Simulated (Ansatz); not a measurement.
Gas-phase reaction 2 R1 → P1 + P2, each structure at its B3LYP-D3(BJ)/def2-TZVP stationary point, reached from a drawn start (curvature not checked).
P1, Br3Te (SMILES Br[Te](Br)Br) (charge 0, multiplicity 2):
```xyz
4

Te    -0.0558     0.0004    -0.3941
Br     2.4601    -0.0130     0.1377
Br    -1.1950     2.2866     0.1211
Br    -1.2093    -2.2740     0.1354
```
R1: Br2Te (SMILES Br[Te]Br), charge 0, multiplicity 1.
P2: BrTe (SMILES Br[Te]), charge 0, multiplicity 2.

P less R. No zero-point or thermal terms; singlets are restricted closed shells; open shells are unrestricted; no spin–orbit coupling.

Correlated levels freeze the cores. In cc and def2 sets filled d and f shells under p-block atoms count as core.

Programs: Ansatz (a quantum-chemistry and plane-wave program) with Gaussian orbitals. All values are computed, each at the level named. Elements past Kr take the def2 small-core potentials, without spin–orbit coupling.

Total energies in hartree:

```tsv
structure	PBE/def2-TZVPP	B3LYP/def2-TZVPP	CCSD(T)/def2-TZVPP
P1	-7989.397171	-7990.718969	-7984.976298
R1	-5415.610860	-5416.528764	-5412.385040
P2	-2841.794324	-2842.303583	-2839.746486
```

**Question.** Work out the reaction energy at each level in kcal/mol (1 hartree = 627.50947 kcal/mol), and say how far PBE/def2-TZVPP lies from CCSD(T)/def2-TZVPP.

**Answer.** 
- PBE/def2-TZVPP: (-7989.397171) + (-2841.794324) − 2 × (-5415.610860) = 0.030225 hartree = 18.97 kcal/mol
- B3LYP/def2-TZVPP: (-7990.718969) + (-2842.303583) − 2 × (-5416.528764) = 0.034976 hartree = 21.95 kcal/mol
- CCSD(T)/def2-TZVPP: (-7984.976298) + (-2839.746486) − 2 × (-5412.385040) = 0.047296 hartree = 29.68 kcal/mol
PBE/def2-TZVPP less CCSD(T)/def2-TZVPP: -10.71 kcal/mol. CCSD(T)/def2-TZVPP is the level counted from, the highest shown, and no exact or measured value.
